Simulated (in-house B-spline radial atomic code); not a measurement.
# Ionising Xe⁷⁺ with different functionals

Computed with an all-electron radial atomic-structure program (B-spline basis): scalar-relativistic (spin-free X2C) Hamiltonian, Fermi nucleus of rms radius 4.7859 fm, spin-polarised at highest spin, spherical fractional occupations for the functionals, the average over the highest-spin determinants for Hartree-Fock. The ionisation energy is the difference of two self-consistent energies, [Kr] 4d10 5s1 → [Kr] 4d10, without Breit or QED terms; ε is the level of the shell that loses the electron (its least bound occupied spin orbital). There is no spin-orbit coupling in this Hamiltonian.

```tsv
method	rung	ΔSCF (eV)	-ε(5s) (eV)
Hartree-Fock	Hartree-Fock	104.25	104.41
HF fractional	Hartree-Fock	104.25	104.41
LDA VWN5	LDA	107.46	100.95
LDA PW92	LDA	107.45	100.94
LDA exchange-only	LDA	106.11	99.68
PBE	GGA	106.98	100.37
PBEsol	GGA	106.88	100.43
BLYP	GGA	107.31	100.58
RPBE	GGA	106.73	100.10
PW91	GGA	107.13	100.54
BP86	GGA	106.83	100.51
AM05	GGA	106.82	100.45
OLYP	GGA	106.75	100.08
TPSS	meta-GGA	106.32	99.96
SCAN	meta-GGA	?	?
r2SCAN	meta-GGA	106.04	100.33
revTPSS	meta-GGA	106.11	99.87
PBE0	global hybrid	106.46	101.58
B3LYP	global hybrid	107.05	101.70
TPSSh	global hybrid	106.17	100.48
BHandHLYP	global hybrid	106.35	102.97
r2SCAN0	global hybrid	105.88	101.65
B97-1	global hybrid	106.20	101.02
HSE06	range-separated hybrid	106.51	101.25
wB97X	range-separated hybrid	105.47	103.86
CAM-B3LYP	range-separated hybrid	107.02	103.50
LC-wPBE	range-separated hybrid	?	?
```

Q: What does SCAN give?

A: ΔSCF 106.26 eV, and -ε(5s) = 100.65 eV.

Q: What does LC-wPBE give?

A: ΔSCF 106.58 eV, and -ε(5s) = 104.78 eV.

Q: Among the functionals, which spreads more, the ΔSCF values or the orbital energies?

A: The orbital energies: ΔSCF values span about 1.99 eV and the orbital energies 5.10 eV.

Q: How do they compare with the NIST value?

A: NIST lists 105.978 eV ± 0.0025 (measured, ground level to ground level). Errors run from -1.73 to +1.48 eV; r2SCAN is closest (+0.07 eV), but part of that can be cancellation, since the calculations leave out Breit-QED terms. Hartree-Fock also lacks correlation.
